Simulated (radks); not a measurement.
All-electron atom: Tl56+ in [Ar] 3d7.

All-electron calculation, scalar-relativistic Kohn-Sham, LB94 model potential, spin-polarised, spherical densities, finite nucleus; open shells are filled with parallel spins first (spin-orbit coupling, left out, can overturn this in heavy ions); Fermi nuclear charge, rms radius 5.4759 fm. Program: a radial shooting solver on a logarithmic mesh with Libxc functionals.

Energy parts (hartree):
part                   energy
kinetic            19974.1111
electron-nucleus  -39788.5669
Hartree             2602.5023
(The LB94 potential has no energy functional, so no total or exchange-correlation energy is given.)

Orbitals (lengths in bohr, moments of r in powers of bohr; <r^-3> diverges for s and p1/2):
| orbital | occ. | eigenvalue (hartree) | <r^2> | <1/r> | <r^-3> | <r^4> |
|---|---|---|---|---|---|---|
| 1s down | 1 | -3287.669 | 0.0003678 | 99.50 | - | 3.734e-07 |
| 1s up | 1 | -3287.650 | 0.0003678 | 99.50 | - | 3.733e-07 |
| 2s up | 1 | -692.1713 | 0.005544 | 23.45 | - | 0.00005310 |
| 2s down | 1 | -692.1204 | 0.005538 | 23.46 | - | 0.00005297 |
| 2p up | 3 | -614.2543 | 0.004688 | 20.70 | 28540 | 0.00004340 |
| 2p down | 3 | -614.2319 | 0.004682 | 20.71 | 28560 | 0.00004327 |
| 3s up | 1 | -253.9729 | 0.03374 | 8.981 | - | 0.001685 |
| 3s down | 1 | -253.3459 | 0.03379 | 8.969 | - | 0.001690 |
| 3p up | 3 | -231.3181 | 0.03418 | 8.197 | 7142 | 0.001789 |
| 3p down | 3 | -230.6972 | 0.03425 | 8.187 | 7122 | 0.001796 |
| 3d up | 5 | -209.7901 | 0.02746 | 7.717 | 890.0 | 0.001271 |
| 3d down | 2 | -209.1682 | 0.02749 | 7.718 | 891.3 | 0.001276 |

The highest occupied level is 3d down at -5691.8 eV. The spin density at the nucleus is -10.9 e/bohr^3 (1s 14.2, 2s -135.9, 3s 110.8). The density falls to 0.001 e/bohr^3 at r = 0.57 bohr. Spin moment in Bohr magnetons: 3. Summed over all electrons, <r^2> = 0.5050 bohr^2, which gives a Langevin (diamagnetic) susceptibility term of -0.4 x 10^-6 cm^3/mol. The electron density at the nucleus is 2.707e+06 e/bohr^3 (large components only).
